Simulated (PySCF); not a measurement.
C2H6O3Si, SMILES C1[Si](CO1)(O)O.

Geometry: r2SCAN-D4/def2-SVP. The structure was generated by enumeration, and PubChem lists no compound with its InChIKey, so it may never have been made. Other conformers were not sampled.

Computed with r2SCAN-D4/def2-SVP run with PySCF.

Frequencies are harmonic and unscaled.

| mode | ν (cm⁻¹) | IR (km/mol) | Raman (Å⁴/amu) | depolarisation | moving atoms (share of kinetic energy) |
|---|---|---|---|---|---|
| 1 | 61 | 116.1 | 2.3 | 0.75 | H 55 %, O 25 %, C 20 % |
| 2 | 67 | 11.0 | 0.1 | 0.61 | O 73 %, H 14 %, Si 9 % |
| 3 | 243 | 94.3 | 1.3 | 0.75 | H 66 %, O 23 %, C 11 % |
| 4 | 243 | 0.3 | 1.3 | 0.67 | H 46 %, O 21 %, C 20 %, Si 12 % |
| 5 | 264 | 11.6 | 1.5 | 0.75 | H 87 %, O 12 % |
| 6 | 269 | 18.0 | 1.6 | 0.55 | O 68 %, H 18 %, C 9 % |
| 7 | 306 | 13.6 | 3.6 | 0.75 | Si 31 %, O 29 %, C 24 %, H 16 % |
| 8 | 470 | 26.9 | 8.2 | 0.20 | O 43 %, Si 24 %, C 22 %, H 11 % |
| 9 | 676 | 10.6 | 1.9 | 0.75 | H 53 %, C 34 %, Si 12 % |
| 10 | 695 | 0.4 | 10.9 | 0.12 | H 46 %, C 34 %, O 20 % |
| 11 | 716 | 63.7 | 4.4 | 0.75 | H 43 %, C 29 %, Si 26 % |
| 12 | 764 | 200.7 | 1.7 | 0.12 | H 66 %, O 25 % |
| 13 | 780 | 176.8 | 2.9 | 0.28 | H 63 %, O 36 % |
| 14 | 809 | 0.8 | 4.0 | 0.65 | H 46 %, O 31 %, C 21 % |
| 15 | 889 | 39.0 | 7.0 | 0.25 | C 40 %, O 29 %, H 22 %, Si 9 % |
| 16 | 945 | 143.7 | 3.3 | 0.63 | Si 41 %, O 32 %, H 15 %, C 12 % |
| 17 | 978 | 160.2 | 3.4 | 0.41 | Si 40 %, O 30 %, H 16 %, C 15 % |
| 18 | 1010 | 120.7 | 0.7 | 0.75 | C 52 %, O 46 % |
| 19 | 1157 | 1.6 | 7.2 | 0.75 | H 91 %, C 8 % |
| 20 | 1184 | 10.8 | 9.0 | 0.74 | H 84 %, O 10 % |
| 21 | 1212 | 0.5 | 3.9 | 0.75 | H 71 %, C 21 % |
| 22 | 1243 | 17.1 | 1.4 | 0.03 | H 67 %, C 29 % |
| 23 | 1436 | 0.5 | 8.0 | 0.75 | H 93 % |
| 24 | 1462 | 5.0 | 25.7 | 0.63 | H 92 % |
| 25 | 2990 | 56.8 | 45.8 | 0.75 | H 94 % |
| 26 | 2999 | 32.5 | 261.9 | 0.12 | H 94 % |
| 27 | 3085 | 27.5 | 111.1 | 0.30 | H 91 %, C 9 % |
| 28 | 3086 | 18.3 | 148.2 | 0.75 | H 91 %, C 9 % |
| 29 | 3878 | 113.5 | 132.7 | 0.25 | H 94 % |
| 30 | 3888 | 98.2 | 77.5 | 0.30 | H 94 % |
